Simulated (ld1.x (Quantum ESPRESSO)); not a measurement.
# Configuration tests for promethium (TM)

ld1.x (Quantum ESPRESSO) 7.5 input, shortened:

```
&input
   title='Pm', zed=61., rel=1, dft='PZ', iswitch=3,
   config='[Xe] 4f5 5d0 6s1 6p1'
 /
 &inputp
   pseudotype=2, tm=.true., lloc=0,
   nlcc=.false.
 /
4
5P  2  1   6.00   0.00  2.80  2.80  0.0
5D  3  2   0.00   0.00  3.95  3.95  0.0
4F  4  3   5.00   0.00  1.10  1.10  0.0
5S  1  0   2.00   0.00  1.30  1.30  0.0
 &test
   configts(1)='4f5 5s2 5p6 5d0 6s1 6p1'
 /
```

Occupied shells without a wave of their own: 6p, 6s. They enter only through the test configuration that unscreens the potential.

Energies are relative to the spin-unpolarised reference configuration 4f5 5s2 5p6 5d0 6s1 6p1; without spin polarisation the order of configurations can differ from experiment. Spin-polarised rows fill each open shell by Hund’s rule, majority spin first. Not all tests gave a result: 4 of 9 tests not solved or not reliable. Left out of the table: 4f5 5s2 5p6 5d0 6s2 6p0 (solver errors, printed error +18 meV); 4f5 5s2 5p6 5d0 6s1 6p0 (solver errors, printed error -43 meV); 4f5 5s2 5p5 5d0 6s2 6p0 (solver errors, printed error -21 meV); 4f5 5s2 5p6 5d0 6s1 6p1 (spin-polarised) (solver errors, printed error +7.8 eV).

```tsv
valence configuration	charge	ΔE all-electron (eV)	error AE − PS (meV)
4f3 5s2 5p6 5d0 6s0 6p0	+4	79.689	-513
4f5 5s2 5p6 5d0.5 6s1.5 6p0	0	-1.582	+0.9
4f5 5s1 5p6 5d0 6s2 6p0	+1	44.895	+14
```

(1) What are ΔE and the potential's error for 4f5 5s2 5p6 5d0 6s2 6p0 (spin-polarised)?

(2) What are ΔE and the potential's error for 4f5 5s2 5p6 5d0 6s0 6p0?

Results:

(1) ΔE = -6.220 eV all-electron; the error (AE − PS) is +7749 meV.

(2) ΔE = 14.734 eV all-electron; the error (AE − PS) is -146 meV.

The 6p, 6s levels have no wave, so the channel is fitted at the deeper level alone: the likely source of the large errors.
